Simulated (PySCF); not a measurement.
C₃H₄O₂Si, SMILES O=C1C=C[SiH2]O1. Heavy atoms are numbered as in [O:1]=[C:2]1[CH:3]=[CH:4][SiH2:5][O:6]1. Hydrogens are named by the atom that carries them.

Geometry optimised at PBE-D3(BJ)/def2-SVP. The structure was generated by enumeration, and PubChem lists no compound with its InChIKey, so it may never have been made.

Method: PBE0/pcSseg-1 (PySCF).

GIAO shieldings, no solvent; atoms alike by connectivity are averaged. δ = σ(ref) − σ: ¹⁷O against H2O (σ = 334.2 ppm); ¹³C against TMS (σ = 186.3 ppm); ²⁹Si against TMS (σ = 352.7 ppm); ¹H against TMS (σ = 31.56 ppm), references at their B3LYP-D3(BJ)/def2-TZVP geometries, non-relativistic.

```csv
nucleus,atoms,count,δ (ppm)
¹⁷O,O1,1,483.7
¹⁷O,O6,1,192.1
¹³C,C2,1,175.9
¹³C,C3 (CH),1,158.2
¹³C,C4 (CH),1,154.6
²⁹Si,Si5 (SiH2),1,-3.8
¹H,H on C4,1,7.87
¹H,H on C3,1,7.44
¹H,H on Si5,2,5.76
```
